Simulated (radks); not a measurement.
Dipole-allowed excitations along the series with 30 electrons in [Ar] 3d10 4s2. Method: scalar-relativistic Kohn-Sham, exchange-only LDA, spin-unpolarised, spherical densities, finite nucleus; Fermi nuclear charge, rms radius of each element as measured or else 0.836 A^(1/3) + 0.57 fm; computed with a radial shooting solver on a logarithmic mesh with Libxc functionals. Time-dependent linear response with the Hartree and adiabatic exchange-only LDA kernel, continuum included through the Sternheimer equations, no spin-orbit coupling, so fine structure and intercombination lines are absent. Lines are the poles of the dipole polarisability below minus the highest occupied eigenvalue, found on a grid refined at the orbital gaps; the lowest seven at most are given, and weak or close lines can be missed. The first line takes the name of the lowest orbital gap if no other gap lies below it; otherwise a line is named after a gap within 0.6 % of it, if that gap stands alone.

| species | -e(HOMO) (eV) | lowest orbital gap (eV) | first line (eV) | f | static alpha (bohr^3) | measured (eV) |
|---|---|---|---|---|---|---|
| Ga+ | 15.445 | 4s-4p 7.170 | 8.874 (4s-4p) | 1.56 | 17.23 | 4s-4p 8.766 |
| Ge2+ | 28.303 | 4s-4p 9.368 | 11.721 (4s-4p) | 1.63 | 10.01 | - |
| As3+ | 43.440 | 4s-4p 11.487 | 14.361 (4s-4p) | 1.62 | 6.583 | - |
| Se4+ | 60.693 | 4s-4p 13.579 | 16.910 (4s-4p) | 1.60 | 4.650 | - |
| Br5+ | 79.973 | 4s-4p 15.665 | 19.417 (4s-4p) | 1.57 | 3.445 | - |

Measured values: term averages from the NIST Handbook of Basic Atomic Spectroscopic Data.
